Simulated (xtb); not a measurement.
HSZn, doublet, geometry from GFN2-xTB (such geometries of metal compounds can be far from the true shape) (the spin is typed, not shown lowest).

xtb was given this input:
```
$ xtb mol.xyz --gfn 2 --uhf 1 --alpb dmso --json

# file mol.xyz
3

Zn    -0.40899229    -0.71588306    -0.30339505
S      0.67274253     1.30222879     0.48903689
H      1.50588835     0.64083112     1.27726104
```

Problem. Predict the total energy from GFN2-xTB with ALPB(dmso) (xtb).

Solution. -4.3042 Eh

Problem. Predict the dipole moment from GFN2-xTB with ALPB(dmso).

Solution. 3.24 D

Problem. Predict the partial charges in atom order from GFN2-xTB with ALPB(dmso).

Solution. Zn1 0.27, S2 -0.49, H3 0.21
